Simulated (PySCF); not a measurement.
SMILES c1c[nH]c(-c2ccc[se]2)c1 (GFN2-xTB optimised geometry):

```
17

C      3.101     0.504     0.000
C      2.972    -0.862     0.000
N      1.651    -1.160     0.000
C      0.913    -0.010     0.000
C     -0.519    -0.010     0.000
C     -1.350     1.078     0.000
C     -2.731     0.784     0.000
C     -3.040    -0.536     0.000
Se    -1.526    -1.608     0.001
C      1.808     1.047     0.000
H      4.021     1.054     0.000
H      3.721    -1.629     0.000
H      1.255    -2.088     0.000
H     -0.974     2.086     0.000
H     -3.483     1.556     0.000
H     -4.021    -0.976     0.000
H      1.556     2.088     0.000
```

Level of theory: PySCF with B3LYP/def2-SVP.

### Question
What are the frontier orbital energies and the dipole moment?

### Answer
HOMO-2 -6.96 eV, HOMO-1 -6.63 eV, HOMO -5.19 eV, LUMO -1.00 eV, LUMO+1 -0.07 eV; dipole moment 1.24 D.

Meta-Löwdin charges at B3LYP/def2-SVP: C1 -0.16, C2 -0.07, N3 -0.15, C4 0.05, C5 -0.12, C6 -0.14, C7 -0.12, C8 -0.26, Se9 0.24, C10 -0.17, H11 0.11, H12 0.11, H13 0.23, H14 0.11, H15 0.11, H16 0.12, H17 0.11.
